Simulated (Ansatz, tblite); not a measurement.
Cost and result up the ladder for Cd₅CuS₄I₄ (14 atoms). Total charge 0; doublet. Geometry: PBE-D4/def2-SVP.

```xyz
14

Cu    1.905    0.260   -1.037
Cd   -1.098    1.477   -1.718
Cd   -0.508   -2.003    0.259
Cd    2.349   -1.503    1.481
Cd   -2.125    0.414    1.495
Cd    0.967    1.478    1.341
S     0.144   -0.829   -1.865
S     3.286    0.664    0.725
S    -1.188    2.548    0.739
S     0.050   -0.745    2.524
I     1.569    2.439   -2.479
I    -3.546    1.753   -2.812
I     1.604   -4.053    0.686
I    -3.409   -1.899    0.661
```

Ansatz on 2 threads of AMD EPYC 7R13 on a shared host and a share (18 GiB) of an NVIDIA H100 80GB HBM3; xTB runs through tblite on one thread. Times are rough, summed over both states, and most runs start from the orbitals of an earlier one. PBE-QIDH/def2-TZVP serves as the yardstick here, not as an exact answer. The other state is a triplet.

In the def2 sets Cd, I take a core potential; there is no spin–orbit coupling. The xTB rows come from tblite. Correlated methods freeze 45 core orbitals; core or outer-core shells of Cd, I are correlated, in sets that lack core-valence functions. Single mean-field runs in def2-TZVP are fitted with def2-universal-jkfit. HOMO above LUMO, or a gap near zero within one spin, warns that the state may not be the lowest or that an electron is smeared out. No other spin state of charge 0 was run.

Second-order perturbation terms are unreliable where d shells bring near-degenerate states, and here PBE-QIDH/def2-TZVP lies more than 0.4 eV from the median of the functionals without such a term.

Correlated methods converge slowly with the basis.

Raw xTB energies of ions are shifted by several eV, and xTB has no spin-polarisation term.

| level | functions | vertical IE (eV) | difference from PBE-QIDH/def2-TZVP (eV) | remarks |
| --- | --- | --- | --- | --- |
| PBE-D4/def2-TZVP (with forces) | 593 | 7.76 | -0.63 | gap within one spin near zero (+1 triplet), gap within one spin near zero (doublet) |
| PBE0-D4/def2-TZVP | 593 | 8.16 | -0.23 | – |
| GFN2-xTB | 101 | 13.63 | 5.23 | – |
| GFN1-xTB | 101 | 11.32 | 2.93 | – |
| PBE-QIDH/def2-TZVP | 593 | 8.40 | 0.00 | – |

(1) Estimate how long each takes.

Results:

(1) GFN1-xTB 0.14 s; GFN2-xTB 0.24 s; PBE-D4/def2-TZVP (with forces) 31 s; PBE0-D4/def2-TZVP 40 s; PBE-QIDH/def2-TZVP 60 s. On shared hardware such times vary by a factor of up to 3.
